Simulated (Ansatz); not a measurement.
Ansatz (a quantum-chemistry and plane-wave program) input (HF/def2-QZVPPD):
A basis named .json is the Basis Set Exchange file of that set.

Ansatz 0.2 input:
```yaml
crystal:
  periodic: [false, false, false]
  atoms:
    - {symbol: In, position_ang: [0.05733236, -0.09927199, -0.24914289]}
    - {symbol: F, position_ang: [-1.71727642, -0.80244287, 0.47243683]}
    - {symbol: F, position_ang: [-0.07684334, 1.93697527, -0.24160162]}
    - {symbol: F, position_ang: [1.48197692, -0.59405154, 1.12560944]}
basis:
  gaussian:
    orbitals: def2-QZVPPD.json
hamiltonian:
  xc: hf
total_charge: -1
magnetization: {spin_polarized: true, initial_magnetization: 1}
```

End of the output:

```
integrals: 0.21 GiB planned
1447 factors; their error is unknown
mean field: 1.73 GiB planned
mean field evaluation 1: about -13272.6425 eV, gradient 1.6e1 eV
mean field evaluation 2: about -13273.8026 eV, gradient 1.1e1 eV
mean field evaluation 4: about -13274.2992 eV, gradient 1.0e0 eV
mean field evaluation 8: about -13274.3238 eV, gradient 9.9e-2 eV
mean field evaluation 16: about -13274.4900 eV, gradient 1.3e-5 eV
mean field -13274.49003515 eV, -487.8285110191 hartree, gradient 1.3e-5 eV, S^2 0.753512; 0 other end points of the search recorded, 0 dependent functions left out
reference -13274.49003515 eV, -487.8285110191 hartree; 25, 24 occupied and 261, 262 virtual orbitals, 1447 factors
Total energy: -13274.49003515 eV, -487.8285110191 hartree
```
